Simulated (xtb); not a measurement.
germyloxygermane (Ge2H6O), SMILES [GeH3][O][GeH3]. All values are semi-empirical tight-binding results from xtb (GFN2-xTB unless named), good for trends rather than for accurate numbers. Coordinates come from a GFN2-xTB optimisation.

Optimised geometry:

Bonds (Å): O1–Ge2 1.738, O1–Ge6 1.739, Ge2–H3 1.496, Ge2–H4 1.502, Ge2–H5 1.502, Ge6–H7 1.503, Ge6–H8 1.499, Ge6–H9 1.498. Bond angles (°): Ge2–O1–Ge6 150.5, O1–Ge2–H3 102.9, O1–Ge2–H4 108.6, O1–Ge2–H5 108.4, H3–Ge2–H4 112.7, H3–Ge2–H5 112.7, H4–Ge2–H5 111.1, O1–Ge6–H7 109.9, O1–Ge6–H8 105.2, O1–Ge6–H9 104.9, H7–Ge6–H8 111.8, H7–Ge6–H9 111.9, H8–Ge6–H9 112.7.

A frequency run showed that this geometry is not a minimum.

For metal compounds this method's bond lengths and energies can be far off.

```json
{
  "point_group_as_xtb_finds_it": "Cs",
  "orbital_gap": "6.94 eV"
}
```

Computed atomic charges and the Wiberg bond orders between heavy atoms:
charges (e) O1 -0.40, Ge2 0.22, H3 0.00, H4 -0.01, H5 -0.01, Ge6 0.22, H7 -0.01, H8 -0.01, H9 0.00. Bond orders O1–Ge2 1.08, O1–Ge6 1.08.
